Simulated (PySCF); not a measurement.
Isomers of C4H8PSi (doublet state), one GFN2-xTB conformer each. Single-point energies are computed at B3LYP/pcH-1 (PySCF, gas phase, no added dispersion term), electronic only. GFN2-xTB treats the open shell by occupation alone, and not every SCF solution was tested for stability.

| SMILES | GFN2-xTB relative energy (kcal/mol) |
| --- | --- |
| CCC#C[SiH2][PH] | 0.0 |
| [CH2]CC#C[SiH2]P | 32.0 |
| CCC#C[SiH]P | 5.2 |
| C[CH]C#C[SiH2]P | 9.8 |

Conformers: `[CH3:1][CH2:2][C:3]#[C:4][SiH2:5][PH:6]` (doublet state) with C4–Si5–P6–H -53°; `[CH2:1][CH2:2][C:3]#[C:4][SiH2:5][PH2:6]` (doublet state) with H–C1–C2–C3 -82° and 81°, C4–Si5–P6–H 74° and 166°; `[CH3:1][CH2:2][C:3]#[C:4][SiH:5][PH2:6]` (doublet state) with C4–Si5–P6–H -68° and -161°; `[CH3:1][CH:2][C:3]#[C:4][SiH2:5][PH2:6]` (doublet state) with C4–Si5–P6–H 46° and -47°.

Q: What does B3LYP/pcH-1 give for the same structures?

A: 
```csv
SMILES,B3LYP/pcH-1 E (Eh),B3LYP/pcH-1 (kcal/mol),GFN2-xTB (kcal/mol),point group
CCC#C[SiH2][PH],-788.04474,0.0,0.0,–
CCC#C[SiH]P,-788.03592,5.5,5.2,C1
C[CH]C#C[SiH2]P,-788.03544,5.8,9.8,C1
[CH2]CC#C[SiH2]P,-788.00370,25.8,32.0,C1
```

Both levels put the same isomer lowest; measured from each level's own lowest isomer, the values differ by up to 6.2 kcal/mol ([CH2]CC#C[SiH2]P: 32.0 against 25.8). Neighbours under 5.0 kcal/mol apart (CCC#C[SiH]P and C[CH]C#C[SiH2]P) can change places with a better method, another conformer or zero-point energy.
